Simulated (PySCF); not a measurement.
A structure optimised at B3LYP-D3(BJ)/def2-TZVP, used in a PySCF frequency run:

```
B
F 1 1.3102
F 1 1.3102 2 121.32
```
Charge 0, spin multiplicity 2.

Write its SMILES, formula and point group.

F[B]F, BF2, C2v

What are its rotational constants (standard atomic weights)?

145.68, 10.196, 9.5288 GHz
